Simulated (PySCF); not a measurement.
## Mo²⁺: ionisation energy

Mo²⁺ [Kr] 4d4 (5D) → Mo³⁺ [Kr] 4d3 (4F), as a difference of total energies. All numbers are calculated (PySCF 2.14, scalar relativity through the core potential, in aug-cc-pVTZ-PP with ECP28MDF). Correlated levels: valence: 4s2 4p6 frozen. The calculations carry no spin-orbit coupling.

```tsv
method	ionisation energy (eV)
UHF	26.064
LDA	27.534
PBE	27.321
PBE0	27.244
r2SCAN	27.107
MN15	27.250
BHandHLYP	26.886
TPSS	26.963
BLYP	27.033
MP2 (valence)	26.599
SCS-MP2 (valence)	26.243
```

How much does correlation contribute at MP2 (valence)?

26.599 − (26.064) = 0.535 eV, measured against UHF.

The reference lies between the lowest fine-structure levels, while these numbers refer to the centres of the terms.

Errors of the correlated levels include the incompleteness of this basis and the frozen core.

For comparison: 27.13 ± 0.12 eV (semi-empirical (NIST evaluation); NIST Atomic Spectra Database, ionization energies).
